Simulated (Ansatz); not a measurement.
Gas-phase electronic energies from Ansatz, PBE0-D4/def2-TZVP geometries. CCSD(T)/CBS is the MP2 limit (def2-TZVPP, def2-QZVPP) plus CCSD(T) − MP2 in def2-TZVPP, frozen cores. DFT in def2-TZVPP. B3LYP here is the variant with VWN-RPA as its local correlation; programs differ in this. HSE06 is defined as in plane-wave codes. One conformer a species, not always the lowest.

Consider the isomerisation: `C[C@H]1CC[C@@H](C)CC1` → `C=CCCCCCC`.

```csv
level,ΔE (kJ/mol),difference from CCSD(T)/CBS
revPBE-D4,103.6,2.6
BLYP-D4,77.3,-23.7
r2SCANh-D4,106.2,5.2
r2SCAN0-D4,111.5,10.5
B3LYP,72.0,-29.0
HSE06,103.5,2.5
CCSD/def2-SVP,109.2,8.2
MP2/def2-TZVPP,114.5,13.5
CCSD(T)/def2-TZVPP,101.9,0.9
HF/CBS(def2),71.8,-29.2
CCSD(T)/CBS,101.0,0
```

Largest T1 diagnostic among the species: 0.009.

In def2-TZVPP, CCSD(T) changes the Hartree–Fock value by +29.3 kJ/mol (the triples alone add +1.1 kJ/mol) and MP2 by +41.9 kJ/mol. From PBE to PBE0 (25 % exact exchange), in def2-TZVPP and without D4, ΔE moves by +13.7 kJ/mol.
